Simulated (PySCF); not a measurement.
## Radial density of Be(2+) (beryllium, charge +2)

UHF, 1s2, closed-shell 1S. Computed with PySCF 2.14 in dyall-acv3z, with scalar relativity by spin-free X2C-1e.

| r (bohr) | 4πr²ρ (e/bohr) |
| --- | --- |
| 0.00531 | 0.01187 |
| 0.00893 | 0.03245 |
| 0.0150 | 0.08707 |
| 0.0253 | 0.2264 |
| 0.0425 | 0.5574 |
| 0.0714 | 1.253 |
| 0.120 | 2.421 |
| 0.202 | 3.647 |
| 0.340 | 3.670 |
| 0.572 | 1.924 |
| 0.962 | 0.3459 |
| 1.62 | 0.01042 |
| 2.72 | 1.525e-05 |

Densities and radii are taken from the X2C orbitals without a picture-change correction, which distorts them close to the nucleus.
